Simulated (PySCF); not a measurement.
Compound: C8H9N.
Structure used (GFN2-xTB), in Å, numbered top down from 1:
```
atom  x, y, z in Å
C1     3.4724   -0.0249   -0.3774
N2     2.0996    0.3541   -0.3879
C3     1.1969   -0.5188   -0.2732
C4    -0.2169   -0.1768   -0.2742
C5    -0.6351    1.1457   -0.4284
C6    -1.9804    1.4553   -0.4227
C7    -2.9262    0.4536   -0.2615
C8    -2.5206   -0.8620   -0.1086
C9    -1.1748   -1.1769   -0.1155
H10    3.9262    0.3059   -1.3133
H11    3.9677    0.5095    0.4351
H12    3.6319   -1.1064   -0.2551
H13    1.4279   -1.5916   -0.1625
H14    0.1169    1.9090   -0.5510
H15   -2.2999    2.4801   -0.5437
H16   -3.9785    0.6983   -0.2568
H17   -3.2557   -1.6435    0.0172
H18   -0.8600   -2.2045    0.0032
```

The calculation used PBE0/pcSseg-1 in PySCF (dipole) on a GFN2-xTB geometry, gas phase.

Masses are those of the commonest isotopes; rigid-rotor values at the optimised geometry. The values belong to one conformer with, in the numbering `[CH3:1]/[N:2]=[CH:3]/[c:4]1[cH:5][cH:6][cH:7][cH:8][cH:9]1`, N2–C3–C4–C5 1°.

(1) What are A, B and C (MHz)?

(2) Classify the top.

(3) What does the inertial defect say?

(4) Give the other two planar moments, Paa and Pbb, and the rms extents of the mass along the axes.

(5) Predict some low-J microwave lines.

Results:

(1) Ia = 98.61, Ib = 548.20, Ic = 643.67 u·Å²; 505379 MHz·u·Å²/I gives A = 5125, B = 921.9, C = 785.2 MHz.

(2) A near-prolate asymmetric top. Ray's parameter κ = (2B − A − C)/(A − C) = -0.937; −1 is the prolate and +1 the oblate limit.

(3) Not planar: Δ = Ic − Ia − Ib = -3.14 u·Å². For a rigid frame Δ = −2 Σ m c², so Σ m c² = 1.57 u·Å² lies off the ab plane: 1.56 from hydrogen and 0.01 from heavier atoms. The atom farthest from that plane is 0.89 Å away.

(4) Paa = Σ m a² = (Ib + Ic − Ia)/2 = 546.63 and Pbb = Σ m b² = (Ia + Ic − Ib)/2 = 97.04 u·Å². With the mass M = 119.07 u, the rms extents √(P/M) along a, b and c are 2.14, 0.90, 0.11 Å.

(5) The dipole components are |μa| = 0.00 D, |μb| = 1.11 D, |μc| = 0.02 D. The squared components, which scale the intensities, stand as 0.00 : 1.00 : 0.00 (a : b : c). Some lines, for components of 0.1 D or more:

```json
{"type": "b", "branch": "R", "J(Ka,Kc)": "3(0,3) ← 2(1,2)", "MHz": "1038", "lower level (cm⁻¹)": "0.306"}
{"type": "b", "branch": "Q", "J(Ka,Kc)": "1(1,0) ← 1(0,1)", "MHz": "4340", "lower level (cm⁻¹)": "0.057"}
{"type": "b", "branch": "Q", "J(Ka,Kc)": "2(1,1) ← 2(0,2)", "MHz": "4480", "lower level (cm⁻¹)": "0.171"}
{"type": "b", "branch": "Q", "J(Ka,Kc)": "3(1,2) ← 3(0,3)", "MHz": "4696", "lower level (cm⁻¹)": "0.341"}
{"type": "b", "branch": "R", "J(Ka,Kc)": "1(1,1) ← 0(0,0)", "MHz": "5910", "lower level (cm⁻¹)": "0.000"}
{"type": "b", "branch": "R", "J(Ka,Kc)": "2(1,2) ← 1(0,1)", "MHz": "7481", "lower level (cm⁻¹)": "0.057"}
{"type": "b", "branch": "R", "J(Ka,Kc)": "3(1,3) ← 2(0,2)", "MHz": "8984", "lower level (cm⁻¹)": "0.171"}
{"type": "b", "branch": "Q", "J(Ka,Kc)": "3(2,1) ← 3(1,2)", "MHz": "12424", "lower level (cm⁻¹)": "0.498"}
{"type": "b", "branch": "Q", "J(Ka,Kc)": "2(2,0) ← 2(1,1)", "MHz": "12613", "lower level (cm⁻¹)": "0.320"}
{"type": "b", "branch": "Q", "J(Ka,Kc)": "2(2,1) ← 2(1,2)", "MHz": "13020", "lower level (cm⁻¹)": "0.306"}
{"type": "b", "branch": "Q", "J(Ka,Kc)": "3(2,2) ← 3(1,3)", "MHz": "13227", "lower level (cm⁻¹)": "0.470"}
{"type": "b", "branch": "R", "J(Ka,Kc)": "2(2,1) ← 1(1,0)", "MHz": "16161", "lower level (cm⁻¹)": "0.202"}
{"type": "b", "branch": "R", "J(Ka,Kc)": "2(2,0) ← 1(1,1)", "MHz": "16301", "lower level (cm⁻¹)": "0.197"}
{"type": "b", "branch": "R", "J(Ka,Kc)": "3(2,2) ← 2(1,1)", "MHz": "17731", "lower level (cm⁻¹)": "0.320"}
{"type": "b", "branch": "R", "J(Ka,Kc)": "3(2,1) ← 2(1,2)", "MHz": "18158", "lower level (cm⁻¹)": "0.306"}
{"type": "b", "branch": "Q", "J(Ka,Kc)": "3(3,0) ← 3(2,1)", "MHz": "21344", "lower level (cm⁻¹)": "0.912"}
{"type": "b", "branch": "Q", "J(Ka,Kc)": "3(3,1) ← 3(2,2)", "MHz": "21361", "lower level (cm⁻¹)": "0.912"}
{"type": "b", "branch": "R", "J(Ka,Kc)": "3(3,1) ← 2(2,0)", "MHz": "26479", "lower level (cm⁻¹)": "0.741"}
{"type": "b", "branch": "R", "J(Ka,Kc)": "3(3,0) ← 2(2,1)", "MHz": "26482", "lower level (cm⁻¹)": "0.741"}
```

Not checked by GFN2-xTB frequencies. Zero-point vibration and centrifugal distortion are left out. A rigid rotor knows nothing of internal rotation, which can split or shift real lines. Quadrupole hyperfine structure (14N) is left out.

Time: 23 s. Hardware: one thread of an x86-64 server (shared host). This is the PBE0/pcSseg-1 job that gave the dipole, with the shieldings it also computed.
